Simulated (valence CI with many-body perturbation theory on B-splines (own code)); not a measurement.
# Ba51+: E2, E3, M1, M2 decay

Method: configuration interaction combined with many-body perturbation theory (CI+MBPT): three valence electrons over a frozen Dirac-Fock core [He], radial functions for each j: 11 s, 11 p, 10 d, 8 f, 5 g, 2 h, with the one-electron correlation potential Σ1, the two-electron term Σ2, the three-electron term Σ3, Breit, model QED; selected CI, second order for the rest, scaled by the run's own slope (own B-spline code, finite nucleus).

No measured spectrum was set against this ion. As an estimate, large intervals hold to a few tenths of a per cent, small ones and those within an open d or f shell to about a per cent.

Lines 1 to 35 of 35 in falling wavelength, among levels below 65703 × 10³ cm⁻¹, chosen from the decays that carry over 1 % of a level's rate. Wavelengths and rates use the calculated energies. Electric multipoles are in the length gauge, E1 and E2 with the static RPA response of the core. S is in atomic units (e²a₀⁴ for E2 and M2, e²a₀⁶ for E3), for M1 in squared Bohr magnetons. Weak lines are less certain than strong ones. Lines between different terms over intervals too small for the method are left out, as are lines whose strength nearly cancels. The highest levels of a list are the least certain.

Levels are named by their leading jj configuration (3d3/2^4 stands for four electrons in 3d with j = 3/2), which in mixed levels can hold well under half, so a name can repeat and another be missing. Letters in brackets count levels of one name in rising energy.

| λ vac (Å) | Upper | Lower | Type | A (s⁻¹) | S (a.u.) |
| --- | --- | --- | --- | --- | --- |
| 33.68 | (2s 2p1/2 2p3/2) J=3/2 [a] | (2s 2p1/2^2) J=1/2 | M1 | 3.33e+08 | 1.89e+00 |
| 32.00 | (2s 2p3/2 3d5/2) J=9/2 | (2s 2p1/2 3d5/2) J=7/2 | M1 | 3.27e+08 | 3.97e+00 |
| 29.49 | (2s^2 2p3/2) J=3/2 | (2s^2 2p1/2) J=1/2 | M1 | 3.42e+08 | 1.30e+00 |
| 2.357 | (2s^2 3p1/2) J=1/2 | (2s^2 2p3/2) J=3/2 | E2 | 5.52e+11 | 7.16e-05 |
| 2.349 | (2s 2p3/2 3p3/2) J=7/2 | (2s 2p3/2^2) J=3/2 | E2 | 1.36e+10 | 6.95e-06 |
| 2.315 | (2s 2p3/2 3p3/2) J=7/2 | (2s 2p3/2^2) J=5/2 | E2 | 1.76e+11 | 8.35e-05 |
| 2.311 | (2s 2p3/2 3p3/2) J=1/2 [b] | (2s 2p3/2^2) J=3/2 | E2 | 3.06e+11 | 3.60e-05 |
| 2.308 | (2s 2p1/2 3p3/2) J=5/2 | (2s 2p1/2 2p3/2) J=5/2 | E2 | 1.52e+11 | 5.33e-05 |
| 2.301 | (2s^2 3p3/2) J=3/2 | (2s^2 2p3/2) J=3/2 | E2 | 2.63e+11 | 6.06e-05 |
| 2.284 | (2s 2p3/2 3d5/2) J=9/2 | (2s 2p3/2^2) J=5/2 | M2 | 8.63e+09 | 4.79e-06 |
| 2.284 | (2s 2p3/2 3d5/2) J=9/2 | (2s 2p3/2^2) J=5/2 | E3 | 4.62e+08 | 4.76e-06 |
| 2.277 | (2s 2p3/2 3p3/2) J=1/2 [b] | (2s 2p3/2^2) J=5/2 | E2 | 1.14e+11 | 1.25e-05 |
| 2.152 | (2s 2p3/2 3p3/2) J=7/2 | (2s 2p1/2 2p3/2) J=5/2 | E2 | 1.51e+11 | 4.98e-05 |
| 2.148 | (2s 2p1/2 3p3/2) J=5/2 | (2s 2p1/2^2) J=1/2 | E2 | 3.00e+11 | 7.34e-05 |
| 2.140 | (2s 2p3/2 3p3/2) J=7/2 | (2s 2p1/2 2p3/2) J=3/2 [a] | E2 | 2.23e+11 | 7.15e-05 |
| 2.139 | (2s 2p3/2 3p3/2) J=1/2 [b] | (2s 2p1/2 2p3/2) J=3/2 [b] | E2 | 3.18e+11 | 2.54e-05 |
| 2.135 | (2s^2 3p3/2) J=3/2 | (2s^2 2p1/2) J=1/2 | E2 | 3.10e+11 | 4.91e-05 |
| 2.125 | (2s 2p3/2 3d5/2) J=9/2 | (2s 2p1/2 2p3/2) J=5/2 | M2 | 2.17e+09 | 8.39e-07 |
| 2.125 | (2s 2p3/2 3d5/2) J=9/2 | (2s 2p1/2 2p3/2) J=5/2 | E3 | 4.36e+08 | 2.71e-06 |
| 2.113 | (2s 2p3/2 3d5/2) J=9/2 | (2s 2p1/2 2p3/2) J=3/2 [a] | E3 | 7.97e+08 | 4.77e-06 |
| 2.083 | (2p1/2 2p3/2 3d3/2) J=7/2 | (2s 2p1/2 2p3/2) J=3/2 [b] | E2 | 5.30e+11 | 1.48e-04 |
| 2.076 | (2p3/2^2 3d5/2) J=7/2 | (2s 2p3/2^2) J=3/2 | E2 | 6.69e+11 | 1.84e-04 |
| 2.067 | (2p1/2^2 3d3/2) J=3/2 | (2s 2p1/2^2) J=1/2 | E2 | 1.50e+12 | 2.02e-04 |
| 2.064 | (2p1/2 2p3/2 3d3/2) J=7/2 | (2s 2p1/2 2p3/2) J=5/2 | E2 | 7.73e+11 | 2.07e-04 |
| 2.058 | (2p1/2 2p3/2 3d3/2) J=5/2 [a] | (2s 2p1/2 2p3/2) J=3/2 [a] | E2 | 7.33e+11 | 1.45e-04 |
| 2.057 | (2p1/2 2p3/2 3d3/2) J=1/2 [a] | (2s 2p1/2 2p3/2) J=3/2 [a] | E2 | 1.38e+12 | 9.06e-05 |
| 2.053 | (2p1/2 2p3/2 3d3/2) J=7/2 | (2s 2p1/2 2p3/2) J=3/2 [a] | E2 | 2.16e+11 | 5.63e-05 |
| 2.053 | (2p1/2 2p3/2 3d5/2) J=9/2 | (2s 2p1/2 2p3/2) J=5/2 | E2 | 1.57e+12 | 5.12e-04 |
| 2.049 | (2p3/2^2 3d5/2) J=7/2 | (2s 2p3/2^2) J=5/2 | E2 | 8.64e+11 | 2.23e-04 |
| 2.049 | (2p3/2^2 3d5/2) J=9/2 | (2s 2p3/2^2) J=5/2 | E2 | 1.59e+12 | 5.11e-04 |
| 2.047 | (2p1/2 2p3/2 3d5/2) J=7/2 [a] | (2s 2p1/2 2p3/2) J=3/2 [a] | E2 | 1.34e+12 | 3.43e-04 |
| 1.717 | (2p1/2^2 4f7/2) J=7/2 | (2p1/2^2 2p3/2) J=3/2 | E2 | 1.19e+12 | 1.27e-04 |
| 1.705 | (2s 2p1/2 4f7/2) J=9/2 | (2s 2p1/2 2p3/2) J=5/2 | E2 | 1.17e+12 | 1.51e-04 |
| 1.700 | (2s^2 4f7/2) J=7/2 | (2s^2 2p3/2) J=3/2 | E2 | 1.19e+12 | 1.21e-04 |
| 1.617 | (2s 2p1/2 4f5/2) J=3/2 | (2s 2p1/2^2) J=1/2 | E2 | 1.20e+12 | 4.75e-05 |
